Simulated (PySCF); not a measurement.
C4H7FSi, SMILES C=C=C(F)[SiH2]C. Atoms are numbered in the order given.

```xyz
13

C      2.8929     0.2513     0.5080
C      1.6981     0.0529     0.0066
C      0.4683    -0.1538    -0.4136
F      0.1829    -0.1678    -1.7520
Si    -1.0454    -0.4376     0.6742
C     -2.3581     0.8249     0.2299
H      3.2554     1.2597     0.7452
H      3.5793    -0.5834     0.7002
H     -0.6071    -0.3321     2.0965
H     -1.5566    -1.8184     0.4128
H     -2.0234     1.8456     0.4720
H     -2.5658     0.7814    -0.8510
H     -3.2993     0.6316     0.7683
```
Charge 0, spin multiplicity 1.

Coordinates come from a r2SCAN-D4/def2-SVP optimisation. The structure was generated by enumeration, and PubChem lists no compound with its InChIKey, so it may never have been made. Other conformers were not sampled.

Method: PBE0/pcSseg-1 (PySCF).

GIAO shieldings, no solvent; atoms listed in one row are averaged. δ = σ(ref) − σ: ¹³C against TMS (σ = 186.3 ppm); ¹⁹F against CFCl3 (σ = 167.2 ppm); ²⁹Si against TMS (σ = 352.7 ppm); ¹H against TMS (σ = 31.56 ppm), references at their B3LYP-D3(BJ)/def2-TZVP geometries, non-relativistic.

Problem. Estimate the chemical shifts. (The exact figures need the calculation; the answer reports its results.)

Solution. 
```tsv
nucleus	atoms	count	δ (ppm)
¹³C	C2	1	222.9
¹³C	C3	1	147.1
¹³C	C1	1	96.2
¹³C	C6	1	-5.4
¹⁹F	F4	1	-180.8
²⁹Si	Si5	1	-41.3
¹H	H7, H8	2	5.94
¹H	H10	1	4.93
¹H	H9	1	4.51
¹H	H11, H12, H13	3	0.74
```
